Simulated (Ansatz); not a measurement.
`C#[C][GeH2][SbH2]` + HI → `[SbH2][I]` + `C#[C][GeH3]` at 700 K and 1 bar (cleavage of the Sb–Ge bond).

Gas-phase electronic energies from Ansatz, PBE0-D4/def2-TZVP geometries. CCSD(T)/CBS adds triple-zeta CCSD(T) − MP2 to the extrapolated MP2 energy (def2 sets, frozen cores). def2 core potentials past Kr. For Ge, I, Sb outer-core shells are correlated without core-valence functions, which leaves a few kJ/mol of doubt a bond. Scalar relativity is left out up to krypton.

| species | CCSD(T)/CBS energy (Eh) | H − E (kJ/mol) | S (J/(mol·K)) |
| --- | --- | --- | --- |
| `C#[C][GeH2][SbH2]` | -2395.17083 | 204.4 | 486.4 |
| HI | -298.03592 | 34.6 | 231.7 |
| `[SbH2][I]` | -538.67582 | 73.7 | 349.8 |
| `C#[C][GeH3]` | -2154.54588 | 164.2 | 361.6 |

H − E and S are ideal-gas, rigid-rotor, harmonic terms from PBE0-D4/def2-TZVP, for one conformer and one mirror image of each species. 1 Eh = 2625.50 kJ/mol, R = 8.31446 J/(mol·K).

Problem. By hand: ΔE, ΔH, ΔS and ΔG.

Solution. ΔE = (-538.67582) + (-2154.54588) − (-2395.17083) − (-298.03592) = -0.01495 Eh = -39.3 kJ/mol. Δ(H − E) = 73.7 + 164.2 − 204.4 − 34.6 = -1.1, so ΔH = -40.4 kJ/mol. ΔS = 349.8 + 361.6 − 486.4 − 231.7 = -6.7 J/(mol·K). ΔG = -40.4 − 700 × (-6.7)/1000 = -35.7 kJ/mol.

Problem. By hand: the equilibrium constant, and the temperature at which ΔG would vanish if ΔH and ΔS stayed fixed.

Solution. log₁₀ K = −ΔG/(RT ln 10) = 2.7. ΔG = 0 at ΔH/ΔS = 6030 K, far beyond where these terms or the molecules hold.

The number of gas molecules stays the same, so ΔS is small and ΔH decides. A doubt of 5 kJ/mol in ΔE shifts log₁₀ K by 0.4 here. Other conformers and mirror images would add mixing entropy, several J/(mol·K) or more a flexible species. These are equilibria of isolated gas molecules and say nothing of rates. Largest T1 diagnostic: 0.013 (customary marks: 0.02 for closed shells, 0.045 for open ones).
